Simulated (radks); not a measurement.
Initial-state core-level shifts of neutral manganese when its valence configuration changes from [Ar] 3d5 4s2. Calculated with a radial shooting solver on a logarithmic mesh with Libxc functionals: non-relativistic Kohn-Sham, PBEsol, spin-polarised, spherical densities, point nucleus; open shells are filled with parallel spins first. Shifts are changes of the shell-averaged eigenvalues in eV (positive: less bound); the change of the density at the nucleus, which sets a Mossbauer isomer shift, is in e/bohr^3, on a base of 1.055e+04.

valence               2s       2p       3s       3p  density at nucleus
3d3 4s2 4p2      -18.831  -18.645  -15.747  -15.293              +8.783
3d5 4s1 4p1       -1.202   -1.199   -1.173   -1.160              -3.024
3d4 4s2 4p1       -8.758   -8.675   -7.589   -7.381              +3.974
3d4 4s1 4p2       -9.683   -9.593   -8.477   -8.256              -0.403
3d5.5 4s1.5       +2.484   +2.458   +2.229   +2.166              -2.575
3d7               +6.555   +6.470   +5.940   +5.754              -8.699
3d6 4s1           +4.532   +4.485   +4.125   +4.014              -4.671
3d4.5 4s1 4p1.5   -5.253   -5.210   -4.724   -4.614              -1.816
3d4 4p3          -10.924  -10.833   -9.761   -9.534              -6.051
